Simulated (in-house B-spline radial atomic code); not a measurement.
**The tellurium ion Te⁴⁺: [Kr] 4d10 5s1 (7p1/2)1 (an excited or competing configuration)**

All numbers are computed (Dirac-Hartree-Fock, average of the jj configuration; Fermi nucleus of rms radius 4.7423 fm) with an all-electron radial atomic-structure program (B-spline basis), not measured.

Effective charges: Z_r = [3n² - l(l+1)]/(2<r>) from the radius, Z_e = n√(-2ε) from the energy, and Slater's rules. Values are occupation-weighted means over j. An effective charge above Z reflects the relativistic contraction of the inner shells.

| shell | electrons | ε (eV) | <r> (bohr) | Z_r | Z_e | Slater |
| --- | --- | --- | --- | --- | --- | --- |
| 1s | 2 | -32053 | 0.02781 | 53.95 | 48.54 | 51.70 |
| 2s | 2 | -5056.6 | 0.1193 | 50.31 | 38.56 | 47.85 |
| 2p | 6 | -4543.6 | 0.1046 | 47.80 | 36.55 | 47.85 |
| 3s | 2 | -1090.5 | 0.3202 | 42.16 | 26.86 | 40.75 |
| 3p | 6 | -918.79 | 0.3185 | 39.24 | 24.65 | 40.75 |
| 3d | 10 | -656.92 | 0.2958 | 35.50 | 20.85 | 30.85 |
| 4s | 2 | -245.84 | 0.7663 | 31.32 | 17.00 | 24.25 |
| 4p | 6 | -189.97 | 0.8202 | 28.04 | 14.95 | 24.25 |
| 4d | 10 | -105.26 | 0.951 | 22.08 | 11.13 | 12.85 |
| 5s | 1 | -64.441 | 1.851 | 20.25 | 10.88 | 8.70 |
| 7p | 1 | -14.768 | 6.795 | 10.67 | 7.29 | 5.00 |

The least bound orbital is 7p1/2 at -14.77 eV, and it is also the most diffuse (<r> = 6.795 bohr).

For the 1s electron the small component carries 3.66 % of the norm, the zero-frequency Breit interaction raises the level by 76.86 eV, self-energy by 43.87 eV, and vacuum polarisation lowers it by 5.96 eV.
